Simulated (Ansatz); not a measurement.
`N[SiH2][SiH2][SeH]` and `N[SiH2][SiH2]N` differ in one atom or group.

Ansatz, PBE0-D4/def2-TZVP geometries, multiplicity 1. Each molecule was computed in one conformer, which needn't be the lowest.

Scalar relativity is left out up to krypton. Spin–orbit coupling is left out; it splits and shifts lone-pair levels of the heavy atoms by tenths of an eV.

```tsv
property	`N[SiH2][SiH2][SeH]`
LUMO energy (ωB97M-V/def2-TZVPP) / eV	1.12
HOMO–LUMO gap (PBE0/def2-TZVPP) / eV	6.31
LUMO energy (PBE/def2-TZVPP) / eV	-1.40
size of the dipole moment (B3LYP/def2-TZVPP) / D	1.33
HOMO–LUMO gap (PBE/def2-TZVPP) / eV	4.37
size of the dipole moment (PBE/def2-TZVPP) / D	1.31
```

Task: What does the change do to each property? (An estimate is asked.)

Result: Ansatz gave: 
| property | `N[SiH2][SiH2]N` | shift |
| --- | --- | --- |
| LUMO energy (ωB97M-V/def2-TZVPP) / eV | 1.33 | 0.21 |
| HOMO–LUMO gap (PBE0/def2-TZVPP) / eV | 6.90 | 0.59 |
| LUMO energy (PBE/def2-TZVPP) / eV | -1.11 | 0.29 |
| size of the dipole moment (B3LYP/def2-TZVPP) / D | 1.64 | 0.31 |
| HOMO–LUMO gap (PBE/def2-TZVPP) / eV | 4.74 | 0.37 |
| size of the dipole moment (PBE/def2-TZVPP) / D | 1.76 | 0.45 |

With PBE0 the HOMO falls by 0.30 eV and the LUMO rises by 0.30 eV, so the gap widens by about 0.60 eV. PBE moves the HOMO by -0.10 eV and ωB97M-V by -0.43 eV. Dipoles are sizes alone; their direction can turn.

B3LYP here is the variant with VWN-RPA as its local correlation; programs differ in this.
